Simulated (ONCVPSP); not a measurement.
Plane-wave convergence, ONCV potential for molybdenum (Mo)

ONCVPSP 4.0.1 input, shortened (lines: element, Z, core and valence counts, functional; n l f; lmax; l rc ep ncon nbas qcut; lloc lpopt rc5 dvloc0; l nproj debl; icmod fcfact rcfact), PBEsol, fully relativistic:

```
  Mo 42.00    6    4  -116133      upf
    1    0    2.00
    2    0    2.00
    2    1    6.00
    3    0    2.00
    3    1    6.00
    3    2   10.00
    4    0    2.00
    4    1    6.00
    4    2    5.00
    5    0    1.00
    3
    0    1.75    0.00    3    6    6.10
    1    1.85    0.00    3    7    7.80
    2    1.60    0.00    5    8    6.80
    3    1.70    0.12    4    7    6.40
    2    5    1.60    0.00
    0    2    2.00
    1    2    2.50
    2    0    3.20
    3    2    3.70
    3    1.75    1.55
```

Open shells are filled in proportion to 2j + 1.

Question: For each optimised wave give the share of its norm inside rc, the residual kinetic energy above qcut (Ha) and the cutoffs (Ha) for errors of 10, 1, 0.1 and 0.01 mHa per electron.

Answer:

```tsv
wave	norm inside rc	residual KE	10 mHa	1 mHa	0.1 mHa	0.01 mHa
4s	0.938	2.3e-05	9.4	13.7	16.6	33.2
5s	0.048	1.7e-05	4.0	12.5	16.2	21.0
4p j=3/2	0.900	1.0e-07	9.2	11.6	14.8	23.1
p projector 2 j=3/2	0.087	1.9e-07	8.4	11.0	18.7	24.6
4p j=1/2	0.913	8.3e-08	9.9	12.6	14.7	21.6
p projector 2 j=1/2	0.092	1.7e-07	8.8	11.5	14.7	23.9
4d j=5/2	0.408	1.9e-04	14.6	19.7	25.5	68.4
4d j=3/2	0.419	2.2e-04	14.9	20.0	26.5	70.0
f projector 1 j=7/2	0.000	4.4e-07	0.3	0.7	3.8	11.6
f projector 2 j=7/2	0.167	7.5e-02	31.4	78.5	91.1	104.7
f projector 1 j=5/2	0.000	4.5e-07	0.3	0.7	3.8	11.6
f projector 2 j=5/2	0.168	7.5e-02	31.6	78.6	91.1	104.9
```

The occupied waves need 20 Ha and 27 Ha for 1 and 0.1 mHa. Rows with under 1 % of the norm inside rc give no meaningful cutoff. The cutoffs count occupied waves only; projector 2 of the f channel, the hardest unoccupied one, needs 79 Ha at the loose tolerance.
